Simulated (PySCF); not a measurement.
C3H9Si, SMILES C[Si](C)C, multiplicity 2. Geometry: B3LYP-D3(BJ)/def2-SVP. The isomer is the one that the SMILES or the coordinates give; other isomers of the formula were not compared.

Computed equilibrium geometry at B3LYP-D3(BJ)/def2-SVP (PySCF confirms it by a frequency run) as Cartesian coordinates in Å, and its point group:
point group C3v.
```xyz
13

C      1.5532    -0.8967    -0.1800
Si     0.0000     0.0000     0.4345
C     -1.5532    -0.8967    -0.1800
C      0.0000     1.7935    -0.1800
H      1.5742    -0.9088    -1.2855
H      1.5799    -1.9413     0.1690
H      2.4711    -0.3976     0.1690
H     -1.5742    -0.9088    -1.2855
H     -2.4711    -0.3976     0.1690
H     -1.5799    -1.9413     0.1690
H      0.0000     1.8177    -1.2855
H     -0.8913     2.3389     0.1690
H      0.8913     2.3389     0.1690
```
Charge 0, spin multiplicity 2.
